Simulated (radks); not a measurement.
Results of a calculation; reference values are marked as such.
Problem. These are the eigenvalues of the occupied orbitals of an atom or ion with whole-number occupations (Ry). Level of theory: scalar-relativistic Kohn-Sham, Slater X-alpha with alpha = 0.877, spin-unpolarised, spherical densities, finite nucleus; Fermi nuclear charge, rms radius of each element as measured or else 0.836 A^(1/3) + 0.57 fm (a radial shooting solver on a logarithmic mesh with Libxc functionals).

| orbital | eigenvalue |
|---|---|
| 1s | -1315.986 |
| 2s | -183.5052 |
| 2p | -164.1541 |
| 3s | -30.44855 |
| 3p | -24.07789 |
| 3d | -13.54194 |
| 4s | -4.18796 |
| 4p | -2.54159 |
| 5s | -0.35025 |
| 4d | -0.34081 |

Which element is it, and in what charge state? The configuration may be excited.

Solution. Z = 40, zirconium, charge 0: Zr in [Kr] 4d2 5s2. The list shows which subshells hold electrons but not how many an open one holds; the 1s level, -657.99 hartree, gives Z - s = 36.3 by -(Z - s)^2/2, which with screening and relativity narrows Z to a few neighbours, and the depths of the outer levels then fix element, charge and occupations together.
